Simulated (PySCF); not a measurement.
Species: C4H5B.
Structure used (PBE0-D3(BJ)/def2-SVP), in Å, numbered top down from 1:
```
atom  x, y, z in Å
B1     2.6655    0.1423   -0.1729
C2     1.1669    0.2262   -0.1986
C3    -0.0596    0.2855   -0.2107
C4    -1.4747    0.3750   -0.2392
C5    -2.2770   -0.4143    0.4948
H6     3.3285    0.9208   -0.8158
H7     3.2129   -0.7047    0.4919
H8    -1.9145    1.1360   -0.8950
H9    -1.8643   -1.1796    1.1569
H10   -3.3636   -0.3077    0.4482
```

The closed-shell ground state was solved at several levels (PySCF, density fitting, gas phase, non-relativistic).

```
          level  basis functions  HOMO (eV)  LUMO (eV)  gap (eV)  dipole (D)
B3LYP/def2-SVPD              140      -7.42      -2.77      4.65        2.34
 B3LYP/pcSseg-2              250      -7.40      -2.77      4.63        2.33
    B3LYP/pcJ-1              185      -7.42      -2.75      4.67        2.39
```

Q: What might PBE0/pcSseg-1 (110 basis functions) give for the same quantities?

A: HOMO -7.64 eV, LUMO -2.59 eV, gap 5.05 eV, dipole 2.33 D.

Q: Over all these levels, which gives the widest orbital gap and which the narrowest?

A: PBE0/pcSseg-1 (global hybrid, 25 % exact exchange) has the widest, 5.05 eV, and B3LYP/pcSseg-2 (global hybrid, 20 % exact exchange) the narrowest, 4.63 eV. Functional and basis both differ between the two, so the spread mixes both effects.

Q: How much does the basis alone move the frontier levels among the 3 B3LYP rows?

A: The HOMO by 0.02 eV and the LUMO by 0.02 eV. By rising basis size (HOMO, LUMO in eV): def2-SVPD -7.42, -2.77; pcJ-1 -7.42, -2.75; pcSseg-2 -7.40, -2.77.

Q: How far do the dipole and the HOMO energy spread over the levels?

A: The dipole runs from 2.33 to 2.39 D (mean 2.35 D) and the HOMO from -7.64 to -7.40 eV.
